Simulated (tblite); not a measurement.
Compound: C5H12Si2.
Atom-mapped SMILES: `[CH3:1][C@:2]12[CH2:3][C@H:4]([CH2:5]1)[SiH2:6][SiH2:7]2` (hydrogens: H8, H9, H10 on C1; H11, H12 on C3; H13 on C4; H14, H15 on C5; H16, H17 on Si6; H18, H19 on Si7)

Structure optimised with GFN2-xTB, isolated species.

(1) Give the optimised bond lengths and angles.

Answers

(1) 
| bond | length (Å) | order |
| --- | --- | --- |
| C1–C2 | 1.513 | single |
| C2–C3, C2–C5 | 1.541 | single |
| C3–C4, C4–C5 | 1.537 | single |
| C4–Si6 | 1.914 | single |
| Si6–Si7 | 2.325 | single |
| C2–Si7 | 1.922 | single |
| C1–H8, C1–H9, C1–H10 | 1.090 | single |
| C3–H11, C5–H14 | 1.092 | single |
| C3–H12, C5–H15 | 1.092 | single |
| C4–H13 | 1.090 | single |
| Si6–H16, Si6–H17 | 1.467 | single |
| Si7–H18, Si7–H19 | 1.468 | single |

Bonds in one row agree within 0.01 Å and their mean is given. Orders are formal, as drawn. A selection of angles:
| angle | degrees |
| --- | --- |
| C2–C1–H8 | 110.5 |
| C2–C1–H9 | 110.5 |
| H8–C1–H9 | 108.2 |
| C1–C2–C3 | 118.1 |
| C1–C2–Si7 | 118.2 |
| C3–C2–C5 | 86.5 |
| C3–C2–Si7 | 105.5 |
| C2–C3–C4 | 86.9 |
| C2–C3–H11 | 111.5 |
| C2–C3–H12 | 118.3 |
| C4–C3–H11 | 111.9 |
| C4–C3–H12 | 118.3 |
| H11–C3–H12 | 108.6 |
| C3–C4–C5 | 86.8 |
| C3–C4–Si6 | 106.4 |
| C3–C4–H13 | 117.2 |
| Si6–C4–H13 | 118.1 |
| C4–Si6–Si7 | 86.5 |
| C4–Si6–H16 | 110.5 |
| Si7–Si6–H16 | 119.6 |
| H16–Si6–H17 | 107.8 |
| Si6–Si7–H18 | 119.9 |
| C2–Si7–Si6 | 87.2 |
| C2–Si7–H18 | 109.9 |
| H18–Si7–H19 | 107.5 |

Torsions: C1–C2–C3–C4 -147° (anticlinal); C2–C3–C4–C5 27° (synperiplanar); C3–C4–C5–C2 -27° (synperiplanar); C3–C4–Si6–Si7 46° (synclinal); C4–Si6–Si7–C2 0° (synperiplanar); C1–C2–C5–C4 147° (anticlinal); C1–C2–Si7–Si6 180° (antiperiplanar).

The 4-membered ring C2–C3–C4–C5 has internal angles of 86.5° to 86.9°; it is puckered, 0.18 Å rms from its mean plane, widest ring torsion 27°. Si7 (SiH2 silicon) has angles from 87.2° to 120.0°. The 5-membered ring C2–C3–C4–Si6–Si7 has internal angles of 86.5° to 106.4°; it is puckered, 0.35 Å rms from its mean plane, widest ring torsion 79°. Si6 (SiH2 silicon) has angles from 86.5° to 119.6°. The C–C distances run from 1.513 Å (C1–C2, drawn single) to 1.541 Å (C2–C5, drawn single), a spread of 0.028 Å. The 5-membered ring C2–C5–C4–Si6–Si7 has internal angles of 86.5° to 106.4°; it is puckered, 0.35 Å rms from its mean plane, widest ring torsion 79°.

Point group: Cs (every atom within 0.08 Å of its image). Its GFN2-xTB frequencies are all real (lowest 146 cm⁻¹).

The numbers are calculated, not measured.
